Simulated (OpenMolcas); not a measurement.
**Multiplet structure of Sm4+**

```
Program             : OpenMolcas
Method              : SS-CASPT2, IPEA 0.25 Eh, imaginary shift 0.1 Eh (closed shells correlated: 5s 5p)
Basis               : ANO-RCC-VTZP [8s7p5d3f2g1h]
Scalar Hamiltonian  : DKH2, point nucleus
Active space        : 4 electrons in 7 orbitals (4f)
State averaging     : 2S+1 = 5 even, 35 roots (30 in the spin-orbit step); 2S+1 = 3 even, 210 roots (26 in the spin-orbit step); 2S+1 = 1 even, 196 roots (0 in the spin-orbit step)
Spin-orbit coupling : RASSI with atomic mean-field integrals over the reference wave functions, term energies averaged over their components
```

Spin-free terms above the lowest, with the occupations of the reference:

```tsv
Configuration	Term	E (cm⁻¹)	Occupations
4f⁴	⁵I	0.0	4f 4.00
4f⁴	⁵F	14360	4f 4.00
4f⁴	⁵S	14380	4f 4.00
4f⁴	³K	18680	4f 4.00
```

With spin-orbit coupling, above the lowest level:

```tsv
Configuration	Term	J	E (cm⁻¹)	g	Term weight %	Second
4f⁴	⁵I	4	0.0	0.605	97	3 ³H
4f⁴	⁵I	5	2040	0.902	98	
4f⁴	⁵I	6	4280	1.071	99	
4f⁴	⁵I	7	6620	1.176	98	
4f⁴	⁵I	8	8970	1.245	96	4 ³K
4f⁴	⁵F	1	17160	-0.002	100	
4f⁴	⁵F	2	17850	1.000	100	
4f⁴	⁵F	3	18890	1.251	100	
4f⁴	⁵S	2	19940	2.002	100	
4f⁴	⁵F	4	20270	1.351	100	
4f⁴	³K	6	21630	0.858	99	
4f⁴	⁵F	5	22000	1.401	100
```

Spin-orbit coupling puts the lowest level 5566 cm⁻¹ below the lowest spin-free term.

For ⁵I the intervals divided by the larger J are 408.3, 373.6, 334.0, 293.0 cm-1. Landé's interval rule makes them equal in pure LS coupling; they differ by 33 % of their mean. The multiplet is regular.

CASPT2 does not keep the components of a term degenerate, so their means are used; among the terms shown or strongly mixed into the levels shown the widest spread is 260 cm-1 (4f⁴ ⁵I). High states are left out of the spin-orbit mixing, which shifts the levels that they would mix with. Levels of configurations outside the active space are missing. The first state left out of the spin-orbit step lies near 28000 cm-1 above the lowest spin-free state of the reference (among the parities and spins computed), and the list stops at four fifths of that energy or lower.

The term weight is that of the spin-free term in the level, not the purity of its configuration.
